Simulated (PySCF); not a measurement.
H₄SiSn (SMILES [SiH3][SnH]), singlet, geometry from GFN2-xTB (such geometries of metal compounds can be far from the true shape) (all electrons, no relativity), with bond 2-1 at 2.4 times its length; CASSCF(4,3)/STO-3G run with PySCF.

Here is a job for PySCF.
```python
from pyscf import gto, scf, mcscf
import numpy

mol = gto.Mole()
mol.atom = '''
    Sn   -0.013149    0.516262    0.438654
    H    -0.446783    3.158015   -2.982740
    Si    0.048158   -1.523472   -1.168652
    H     1.025316   -1.473344   -2.267988
    H    -1.230903   -1.834672   -1.830907
    H     0.382654   -2.793460   -0.485737
'''
mol.basis = 'sto-3g'
mol.charge = 0
mol.spin = 0
mol.verbose = 4
mol.build()

mf = scf.RHF(mol)
mf.kernel()
mc = mcscf.CASSCF(mf, 3, 4)
mc.kernel()
occ = numpy.linalg.eigvalsh(mc.fcisolver.make_rdm1(mc.ci, mc.ncas, mc.nelecas))[::-1]
ss = mc.fcisolver.spin_square(mc.ci, mc.ncas, mc.nelecas)[0]
print('natural occupations', occ.round(4), ' <S^2>', round(ss, 4))
```

Output, abridged:

```
PySCF version 2.14.0

[INPUT] verbose = 4
[INPUT] num. atoms = 6
[INPUT] num. electrons = 68
[INPUT] charge = 0
[INPUT] spin (= nelec alpha-beta = 2S) = 0
[INPUT] symmetry False subgroup None
[INPUT] Mole.unit = angstrom
[INPUT] Symbol           X                Y                Z      unit          X                Y                Z       unit  Magmom
[INPUT]  1 Sn    -0.013149000000   0.516262000000   0.438654000000 AA   -0.024848008812   0.975593788520   0.828935923445 Bohr   0.0
[INPUT]  2 H     -0.446783000000   3.158015000000  -2.982740000000 AA   -0.844297507112   5.967783447268  -5.636561700785 Bohr   0.0
[INPUT]  3 Si     0.048158000000  -1.523472000000  -1.168652000000 AA    0.091005430707  -2.878944838443  -2.208432214925 Bohr   0.0
[INPUT]  4 H      1.025316000000  -1.473344000000  -2.267988000000 AA    1.937566431135  -2.784216647271  -4.285876173800 Bohr   0.0
[INPUT]  5 H     -1.230903000000  -1.834672000000  -1.830907000000 AA   -2.326069555906  -3.467027608408  -3.459912789549 Bohr   0.0
[INPUT]  6 H      0.382654000000  -2.793460000000  -0.485737000000 AA    0.723111260469  -5.278874339928  -0.917909898568 Bohr   0.0

nuclear repulsion = 188.964359556447
number of shells = 20
number of NR pGTOs = 120
number of NR cGTOs = 40
basis = sto-3g
ecp = {}

******** <class 'pyscf.scf.hf.RHF'> ********
method = RHF
initial guess = minao
damping factor = 0
level_shift factor = 0
DIIS = <class 'pyscf.scf.diis.CDIIS'>
diis_start_cycle = 1
diis_space = 8
diis_damp = 0
SCF conv_tol = 1e-09
SCF conv_tol_grad = None
SCF max_cycles = 50
direct_scf = True
direct_scf_tol = 1e-13
Set gradient conv threshold to 3.16228e-05
Initial guess from minao.
init E= -6233.41588683862

WARN: HOMO -0.345942636014498 == LUMO -0.345599554498109

cycle= 1 E= -6250.3813290099  delta_E=  -17  |g|= 0.414  |ddm|= 3.09
  HOMO = 0.0162996122333711  LUMO = 0.150661934870314  gap/eV = 3.65619
cycle= 2 E= -6250.69436301582  delta_E= -0.313  |g|= 0.21  |ddm|= 3.33
  HOMO = 0.0131401005956471  LUMO = 0.0280212472168025  gap/eV = 0.40494
cycle= 3 E= -6250.78523406087  delta_E= -0.0909  |g|= 0.246  |ddm|= 2.51
  HOMO = -0.00394826704361395  LUMO = 0.0321917951346407  gap/eV = 0.98342
cycle= 4 E= -6250.84999627562  delta_E= -0.0648  |g|= 0.0302  |ddm|= 0.917
  HOMO = -0.0661495623672613  LUMO = 0.0792473685175143  gap/eV = 3.95645
cycle= 5 E= -6250.85130734363  delta_E= -0.00131  |g|= 0.0118  |ddm|= 0.152
  HOMO = -0.0592643749234534  LUMO = 0.0727225890190055  gap/eV = 3.59155
cycle= 6 E= -6250.85177112208  delta_E= -0.000464  |g|= 0.00789  |ddm|= 0.104
  HOMO = -0.0593133121957355  LUMO = 0.073433696025162  gap/eV = 3.61223
cycle= 7 E= -6250.85207312628  delta_E= -0.000302  |g|= 0.00582  |ddm|= 0.0776
  HOMO = -0.061324565091885  LUMO = 0.075362473497139  gap/eV = 3.71944
cycle= 8 E= -6250.85270968017  delta_E= -0.000637  |g|= 0.00686  |ddm|= 0.216
  HOMO = -0.0617735928063368  LUMO = 0.0750463863208463  gap/eV = 3.72306
cycle= 9 E= -6250.85329224894  delta_E= -0.000583  |g|= 0.00756  |ddm|= 0.258
  HOMO = -0.0613104110687492  LUMO = 0.076225989941614  gap/eV = 3.74256
cycle= 10 E= -6250.85357421031  delta_E= -0.000282  |g|= 0.00243  |ddm|= 0.137
  HOMO = -0.0672883697099398  LUMO = 0.0746925705959973  gap/eV = 3.86350
cycle= 11 E= -6250.85272118266  delta_E= 0.000853  |g|= 0.0326  |ddm|= 0.395
  HOMO = -0.0652543955647732  LUMO = 0.075415876373961  gap/eV = 3.82783
cycle= 12 E= -6250.85341602992  delta_E= -0.000695  |g|= 0.0205  |ddm|= 0.0451
  HOMO = -0.0624400987981066  LUMO = 0.0765759726067821  gap/eV = 3.78282
cycle= 13 E= -6250.85385577292  delta_E= -0.00044  |g|= 0.00438  |ddm|= 0.0588
  HOMO = -0.0607364426347116  LUMO = 0.0770788358608528  gap/eV = 3.75014
cycle= 14 E= -6250.85386418365  delta_E= -8.41e-06  |g|= 0.00349  |ddm|= 0.0342
  HOMO = -0.061239515622999  LUMO = 0.0768747431255282  gap/eV = 3.75828
cycle= 15 E= -6250.85387773015  delta_E= -1.35e-05  |g|= 0.000301  |ddm|= 0.0117
  HOMO = -0.0614202231003124  LUMO = 0.0768298823037548  gap/eV = 3.76198
cycle= 16 E= -6250.85387760287  delta_E= 1.27e-07  |g|= 0.000456  |ddm|= 0.00303
  HOMO = -0.0613327967872073  LUMO = 0.0768625551200887  gap/eV = 3.76049
cycle= 17 E= -6250.85387783457  delta_E= -2.32e-07  |g|= 3.13e-05  |ddm|= 0.00179
  HOMO = -0.0613426238323797  LUMO = 0.0768586432071479  gap/eV = 3.76065
cycle= 18 E= -6250.85387783515  delta_E= -5.82e-10  |g|= 2.22e-05  |ddm|= 0.000254
  HOMO = -0.0613461502690652  LUMO = 0.0768582636322321  gap/eV = 3.76073
Extra cycle  E= -6250.85387783329  delta_E= 1.86e-09  |g|= 4.74e-05  |ddm|= 0.000248
converged SCF energy = -6250.85387783329

******** <class 'pyscf.mcscf.mc1step.CASSCF'> ********
CAS (2e+2e, 3o), ncore = 32, nvir = 5
max_cycle_macro = 50
max_cycle_micro = 4
conv_tol = 1e-07
conv_tol_grad = None
orbital rotation max_stepsize = 0.02
orbital rotation threshold for CI restart = 0.01
augmented hessian ah_max_cycle = 30
augmented hessian ah_conv_tol = 1e-12
augmented hessian ah_linear dependence = 1e-14
augmented hessian ah_level shift = 1e-08
augmented hessian ah_start_tol = 2.5
augmented hessian ah_start_cycle = 3
augmented hessian ah_grad_trust_region = 3
kf_trust_region = 3
kf_interval = 4
ci_response_space = 4
ci_grad_trust_region = 3
with_dep4 0
natorb = False
canonicalization = True
sorting_mo_energy = False
ao2mo_level = 2
internal_rotation = False
******** <class 'pyscf.fci.direct_spin1.FCISolver'> ********
max. cycles = 50
conv_tol = 1e-08
davidson only = False
linear dependence = 1e-12
level shift = 0.001
max iter space = 12
nroots = 1
pspace_size = 400
spin = None
CASCI E = -6251.04863203833  S^2 = 0.0000000
Set conv_tol_grad to 0.000316228
macro iter   1 ( 18 JK    4 micro), CASSCF E = -6251.05047973040  dE = -1.84769207e-03  S^2 = 0.0000000
               |grad[o]|=0.039  |grad[c]|=0.00324  |ddm|=0.00505  |maxRot[o]|=0.147
macro iter   2 ( 19 JK    4 micro), CASSCF E = -6251.05049099409  dE = -1.12636872e-05  S^2 = 0.0000000
               |grad[o]|=0.00382  |grad[c]|=0.00117  |ddm|=0.00112  |maxRot[o]|=0.0873
macro iter   3 (  7 JK    2 micro), CASSCF E = -6251.05049151773  dE = -5.23646122e-07  S^2 = 0.0000000
               |grad[o]|=0.000575  |grad[c]|=0.00426  |ddm|=0.00061  |maxRot[o]|=0.0698
macro iter   4 (  7 JK    2 micro), CASSCF E = -6251.05049252597  dE = -1.00824036e-06  S^2 = 0.0000000
               |grad[o]|=0.000483  |grad[c]|=0.00449  |ddm|=0.000543  |maxRot[o]|=0.0698
macro iter   5 (  7 JK    2 micro), CASSCF E = -6251.05049460721  dE = -2.08123129e-06  S^2 = 0.0000000
               |grad[o]|=0.000432  |grad[c]|=0.00533  |ddm|=0.000375  |maxRot[o]|=0.0698
macro iter   6 (  7 JK    2 micro), CASSCF E = -6251.05049754772  dE = -2.94051370e-06  S^2 = 0.0000000
               |grad[o]|=0.000378  |grad[c]|=0.00622  |ddm|=9.01e-05  |maxRot[o]|=0.0683
macro iter   7 (  7 JK    2 micro), CASSCF E = -6251.05050281013  dE = -5.26241365e-06  S^2 = 0.0000000
               |grad[o]|=0.00036  |grad[c]|=0.00618  |ddm|=0.000157  |maxRot[o]|=0.0698
macro iter   8 (  7 JK    2 micro), CASSCF E = -6251.05051079831  dE = -7.98817382e-06  S^2 = 0.0000000
               |grad[o]|=0.000323  |grad[c]|=0.00677  |ddm|=0.000349  |maxRot[o]|=0.0679
macro iter   9 (  7 JK    2 micro), CASSCF E = -6251.05052702466  dE = -1.62263505e-05  S^2 = 0.0000000
               |grad[o]|=0.000353  |grad[c]|=0.00713  |ddm|=0.00086  |maxRot[o]|=0.0676
macro iter  10 (  7 JK    2 micro), CASSCF E = -6251.05054421068  dE = -1.71860274e-05  S^2 = 0.0000000
               |grad[o]|=0.000357  |grad[c]|=0.00367  |ddm|=0.00135  |maxRot[o]|=0.0699
macro iter  11 (  7 JK    2 micro), CASSCF E = -6251.05056054634  dE = -1.63356544e-05  S^2 = 0.0000000
               |grad[o]|=0.000404  |grad[c]|=0.00158  |ddm|=0.00182  |maxRot[o]|=0.0699
macro iter  12 (  7 JK    2 micro), CASSCF E = -6251.05057548140  dE = -1.49350599e-05  S^2 = 0.0000000
               |grad[o]|=0.000419  |grad[c]|=0.000997  |ddm|=0.00228  |maxRot[o]|=0.0699
macro iter  13 (  7 JK    2 micro), CASSCF E = -6251.05058857404  dE = -1.30926464e-05  S^2 = 0.0000000
               |grad[o]|=0.00044  |grad[c]|=0.000589  |ddm|=0.00273  |maxRot[o]|=0.0699
macro iter  14 (  7 JK    2 micro), CASSCF E = -6251.05059941529  dE = -1.08412432e-05  S^2 = 0.0000000
               |grad[o]|=0.000448  |grad[c]|=0.000355  |ddm|=0.00316  |maxRot[o]|=0.0699
macro iter  15 (  7 JK    2 micro), CASSCF E = -6251.05060768007  dE = -8.26478481e-06  S^2 = 0.0000000
               |grad[o]|=0.000434  |grad[c]|=0.000189  |ddm|=0.00357  |maxRot[o]|=0.0699
macro iter  16 (  7 JK    2 micro), CASSCF E = -6251.05061312095  dE = -5.44087379e-06  S^2 = 0.0000000
               |grad[o]|=0.00039  |grad[c]|=0.000125  |ddm|=0.00395  |maxRot[o]|=0.0699
macro iter  17 (  5 JK    2 micro), CASSCF E = -6251.05061455243  dE = -1.43148191e-06  S^2 = 0.0000000
               |grad[o]|=0.00031  |grad[c]|=0.000116  |ddm|=0.00183  |maxRot[o]|= 0.03
macro iter  18 (  9 JK    3 micro), CASSCF E = -6251.05061536991  dE = -8.17483851e-07  S^2 = 0.0000000
               |grad[o]|=0.000246  |grad[c]|=0.00022  |ddm|=0.00423  |maxRot[o]|=0.0686
macro iter  19 (  9 JK    3 micro), CASSCF E = -6251.05061484440  dE =  5.25514224e-07  S^2 = 0.0000000
               |grad[o]|=0.000705  |grad[c]|=0.00197  |ddm|=0.000686  |maxRot[o]|=0.0465
macro iter  20 ( 21 JK    4 micro), CASSCF E = -6251.05061515737  dE = -3.12971679e-07  S^2 = 0.0000000
               |grad[o]|=0.00107  |grad[c]|=0.000111  |ddm|=0.000159  |maxRot[o]|=0.0303
macro iter  21 (  7 JK    2 micro), CASSCF E = -6251.05061539498  dE = -2.37605491e-07  S^2 = 0.0000000
               |grad[o]|=0.000805  |grad[c]|=0.00377  |ddm|=0.00031  |maxRot[o]|=0.0383
macro iter  22 (  7 JK    2 micro), CASSCF E = -6251.05061558327  dE = -1.88296326e-07  S^2 = 0.0000000
               |grad[o]|=0.000542  |grad[c]|=0.00658  |ddm|=0.000503  |maxRot[o]|=0.0518
macro iter  23 (  5 JK    2 micro), CASSCF E = -6251.05061564398  dE = -6.07060429e-08  S^2 = 0.0000000
               |grad[o]|=0.000328  |grad[c]|=0.00138  |ddm|=0.00029  |maxRot[o]|=0.0258
macro iter  24 (  7 JK    2 micro), CASSCF E = -6251.05061567900  dE = -3.50237315e-08  S^2 = 0.0000000
               |grad[o]|=0.000272  |grad[c]|=0.000611  |ddm|=0.000185  |maxRot[o]|=0.0181
macro iter  25 ( 25 JK    4 micro), CASSCF E = -6251.05061568594  dE = -6.93671609e-09  S^2 = 0.0000000
               |grad[o]|=0.000231  |grad[c]|=1.98e-05  |ddm|=2.58e-05  |maxRot[o]|=0.0131
macro iter  26 ( 15 JK    2 micro), CASSCF E = -6251.05061568702  dE = -1.07866072e-09  S^2 = 0.0000000
               |grad[o]|=0.000215  |grad[c]|=2.69e-06  |ddm|=4.24e-06  |maxRot[o]|=6.54e-05
1-step CASSCF converged in  26 macro (245 JK  62 micro) steps
CASSCF canonicalization
Density matrix diagonal elements [1.99836933 1.02669303 0.97493764]
CASSCF energy = -6251.05061568702
CASCI E = -6251.05061568702  E(CI) = -5.97682183209963  S^2 = 0.0000000
natural occupations [2.     1.0277 0.9723]  <S^2> 0.0
```
